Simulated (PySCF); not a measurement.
Sr(Cl)2 cation (Cl2Sr), SMILES [Cl][Sr][Cl] (connectivity only; charge and spin as stated), charge +1, multiplicity 2. Geometry: B3LYP-D3(BJ)/def2-TZVP. The spin state was assumed, not searched. The isomer is the one that the SMILES or the coordinates give; other isomers of the formula were not compared. The def2 effective core potentials stand for the cores of Sr; spin–orbit coupling is left out.

All values below come from PySCF with B3LYP-D3(BJ)/def2-TZVP.

Harmonic wavenumbers (cm⁻¹): 177, 212, 295. Rotational constants (GHz): 3.821, 2.465, 1.498; symmetry number 2.

**Question.** Work out the zero-point energy and the ideal-gas rigid-rotor harmonic-oscillator thermochemistry at 298.15 K and 1 atm.

**Answer.** ZPE = ½ Σ hcν = ½ × 685 cm⁻¹ = 4.09 kJ/mol. H − E(el) = 18.12 kJ/mol. Entropy in J/(mol K): translation 171.93, rotation 109.39, vibration 24.38, spin 5.76, total 311.47. G − E(el) = -74.74 kJ/mol. Cp = 55.75 J/(mol K).
